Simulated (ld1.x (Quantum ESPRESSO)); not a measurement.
**thallium: excitation energies, all-electron against PAW**

ld1.x (Quantum ESPRESSO) 7.5 input, shortened:

```
&input
   title='Tl', zed=81., rel=1, dft='PZ', iswitch=3,
   config='[Xe] 4f14 5d10 6s1 6p2'
 /
 &inputp
   pseudotype=3, lpaw=.true., tm=.true., lloc=-1, rcloc=1.95,
   nlcc=.true., rcore=1.70,
   which_augfun='BESSEL', rmatch_augfun=1.45
 /
6
6S  1  0   1.00   0.00  1.95  2.10  0.0
6S  1  0   0.00   1.45  1.95  2.10  0.0
6P  2  1   2.00   0.00  2.20  2.75  0.0
6P  2  1   0.00   3.45  2.20  2.75  0.0
5D  3  2  10.00   0.00  1.60  1.95  0.0
5D  3  2   0.00  -0.95  1.60  1.95  0.0
 &test
   configts(1)='5d10 6s1 6p2'
 /
```

Energies are relative to the spin-unpolarised reference configuration 5d10 6s1 6p2; without spin polarisation the order of configurations can differ from experiment. Spin-polarised rows fill each open shell by Hund’s rule, majority spin first.

Task: Give the all-electron excitation energy and the error of the potential for: 5d10 6s2 6p1; 5d10 6s2 6p0; 5d10 6s1 6p0; 5d10 6s2 6p1.3; 5d9 6s2 6p1; 5d10 6s2 6p0.5; 5d10 6s0 6p0; 5d10 6s1 6p2 (spin-polarised); 5d10 6s2 6p1 (spin-polarised).

Result:

```csv
valence configuration,charge,ΔE all-electron (eV),error AE − PS (meV)
5d10 6s2 6p1,0,-7.483,+2.0
5d10 6s2 6p0,+1,-2.074,+0.8
5d10 6s1 6p0,+2,19.125,-6.1
5d10 6s2 6p1.3,-0.3,-8.035,+2.3
5d9 6s2 6p1,+1,13.916,-37
5d10 6s2 6p0.5,+0.5,-5.515,+1.3
5d10 6s0 6p0,+3,49.726,-23
5d10 6s1 6p2 (spin-polarised),0,-1.028,-0.1
5d10 6s2 6p1 (spin-polarised),0,-7.597,+2.1
```
